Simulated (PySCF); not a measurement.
Species: CH5AsBN.
Bonds: N1–C2 (triple), C2–B3, B3–As4. Hydrogens: H5, H6 on B3; H7, H8, H9 on As4.

Computed, not measured: PBE0-D3(BJ)/def2-SVP geometry optimisation, gas phase (PySCF 2.14.0).

Problem. Give the optimised bond lengths and angles.

Solution. 
```tsv
bond	length (Å)
N1≡C2	1.161
C2–B3	1.564
B3–As4	2.065
B3–H5, B3–H6	1.216
As4–H7, As4–H8, As4–H9	1.506
```

Bonds in one row agree within 0.01 Å and their mean is given. A selection of angles:
```tsv
angle	degrees
N1–C2–B3	178.0
C2–B3–As4	104.2
C2–B3–H5	114.9
As4–B3–H5	103.1
H5–B3–H6	114.5
B3–As4–H7	117.8
B3–As4–H8	116.4
H7–As4–H8	100.7
H7–As4–H9	100.3
```

The 4 heavy atoms lie in one plane (0.000 Å rms). B3 (four-coordinate boron) is distorted tetrahedral (angles from 103.1° to 114.9°). As4 (arsenic bonded to B and 3 H) is distorted tetrahedral (angles from 100.3° to 117.8°).

Point group: Cs (tolerance 0.08 Å). Whether it is a minimum is left open (no frequencies).
